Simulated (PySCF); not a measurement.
**LiBi⁺: one state, many levels of theory**

State: ⁴Σ⁻ (quartet), unpaired electrons σ ↑, π ↑↑. Set-up: PySCF, scalar-relativistic core potentials, basis sets Li cc-pVDZ, Bi cc-pVDZ-PP with ECP60. De refers to Li⁺ + Bi in their high-spin ground configurations, without counterpoise correction. The functionals are run spin-unrestricted. A positive dipole points towards Bi; it is taken about the centre of mass and depends on that origin.

```json
{"Level": "UHF", "Re (Å)": "3.080", "ωe (cm⁻¹)": "207", "De (eV)": "n/a", "μ (D)": "-10.91"}
{"Level": "UHF-MP2", "Re (Å)": "3.037", "ωe (cm⁻¹)": "218", "De (eV)": "n/a", "μ (D)": "n/a"}
{"Level": "UHF-SCS-MP2", "Re (Å)": "3.040", "ωe (cm⁻¹)": "217", "De (eV)": "n/a", "μ (D)": "n/a"}
{"Level": "UHF-CCSD", "Re (Å)": "3.036", "ωe (cm⁻¹)": "219", "De (eV)": "n/a", "μ (D)": "n/a"}
{"Level": "UHF-CCSD(T)", "Re (Å)": "3.033", "ωe (cm⁻¹)": "221", "De (eV)": "n/a", "μ (D)": "n/a"}
{"Level": "PBE", "Re (Å)": "3.043", "ωe (cm⁻¹)": "210", "De (eV)": "n/a", "μ (D)": "-10.21"}
{"Level": "PW91", "Re (Å)": "3.034", "ωe (cm⁻¹)": "212", "De (eV)": "n/a", "μ (D)": "-10.17"}
{"Level": "BP86", "Re (Å)": "3.078", "ωe (cm⁻¹)": "202", "De (eV)": "n/a", "μ (D)": "-10.51"}
{"Level": "r²SCAN", "Re (Å)": "3.054", "ωe (cm⁻¹)": "207", "De (eV)": "n/a", "μ (D)": "-10.58"}
{"Level": "PBE0", "Re (Å)": "3.026", "ωe (cm⁻¹)": "214", "De (eV)": "n/a", "μ (D)": "-10.32"}
{"Level": "BHandHLYP", "Re (Å)": "3.016", "ωe (cm⁻¹)": "215", "De (eV)": "n/a", "μ (D)": "-10.39"}
```

(1) What does a quarter of exact exchange do here, going from PBE to PBE0?

(2) What does the step from GGA to meta-GGA do here, going from PBE to r²SCAN?

(3) What does the triples do here, going from UHF-CCSD to UHF-CCSD(T)?

Correlated steps freeze 4 core orbitals. These are scalar-relativistic numbers at best; spin–orbit coupling would shift them, the dissociation energy most. The state was picked by a PBE0 search and need not be the measured ground state.

Results:

(1) PBE0 less PBE: -1.7 pm in Re, +1.9 % in ωe. Exact exchange removes part of the self-interaction that spreads semilocal densities, and in most molecules shortens and stiffens the bond and lowers De; so it does here.

(2) r²SCAN less PBE: +1.1 pm in Re, -1.4 % in ωe. 

(3) UHF-CCSD(T) less UHF-CCSD: -0.3 pm in Re, +0.9 % in ωe. Correlation nearly always deepens the well. The bond shortens, as in weak, metallic or heavy-atom bonds, where dispersion and the correlation of outer-core electrons pull the atoms together.
